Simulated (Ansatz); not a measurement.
Total energies of BrGeH3O, SMILES `[OH][GeH2][Br]`.

```xyz
6

O    -1.2616   -0.6486   -0.1227
Ge    0.4195   -0.1088   -0.0880
Br    0.6896    1.4209    1.6224
H    -1.8858    0.0691   -0.2557
H     0.7974    0.6237   -1.3826
H     1.2410   -1.3563    0.2266
```

Total charge 0; spin multiplicity 1. Correlated methods include outer-core shells of Br, Ge, which these sets cover unevenly. Scalar relativity is left out up to krypton. The geometry is a stationary point of PBE0-D4/def2-TZVP. It is one conformer, not always the lowest. Basis def2-TZVPP, Ansatz.

RPA on PBE orbitals: Hartree–Fock energy of these orbitals -4724.44160 Eh, correlation -1.18323 Eh (frozen core).

```json
{"functional": "B3LYP", "energy without D4 (Eh)": "-4728.36313", "D4 term (kJ/mol)": "-18.1"}
{"functional": "CAM-B3LYP", "energy without D4 (Eh)": "-4728.50904", "D4 term (kJ/mol)": "-9.6"}
```

Problem. Give the same for LDA (SPW92), PBE, revPBE, BLYP, r2SCAN, B97M-V, PBE0, r2SCANh, r2SCAN0, HSE06 (plane-wave form), BHLYP, LC-ωPBE, ωB97X-V, ωB97M-V, B2PLYP, PBE-QIDH. (Best estimate.)

Solution. Ansatz gave: 
```tsv
functional	energy without D4 (Eh)	D4 term (kJ/mol)
LDA (SPW92)	-4721.00949	–
PBE	-4727.49974	-11.0
revPBE	-4727.87749	-29.2
BLYP	-4728.34943	-23.8
r2SCAN	-4728.22635	-2.4
B97M-V	-4727.41363	–
PBE0	-4727.64531	-9.3
r2SCANh	-4728.21314	-2.6
r2SCAN0	-4728.19476	-3.0
HSE06 (plane-wave form)	-4727.64689	-8.8
BHLYP	-4728.22051	-15.7
LC-ωPBE	-4727.61776	–
ωB97X-V	-4727.83516	–
ωB97M-V	-4727.99818	–
B2PLYP	-4727.48644	–
PBE-QIDH	-4727.00262	–
```

B3LYP takes the VWN-RPA correlation (the form of Gaussian; ORCA's B3LYP/G). HSE06 is the plane-wave form, built on full-range PBE exchange. The double hybrids freeze the cores in their second-order part.

LC-ωPBE has ω = 0.4 bohr⁻¹.
